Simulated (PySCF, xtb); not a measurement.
H4P2, SMILES PP.

Harmonic wavenumbers (cm⁻¹) from GFN2-xTB run with xtb at its own minimum, in rising order: 176, 516, 626, 646, 874, 885, 1109, 1134, 2226, 2259, 2304, 2316.

Question: What does PBE-D3(BJ)/def2-TZVP in PySCF give at its own minimum? (An estimate is asked for; the answer gives what the named calculation found.)

Answer: 92, 426, 606, 613, 837, 887, 1050, 1058, 2303, 2312, 2312, 2325. Paired by order, the mean absolute difference is 46 cm⁻¹ and the zero-point energies are 21.5 and 21.2 kcal/mol.
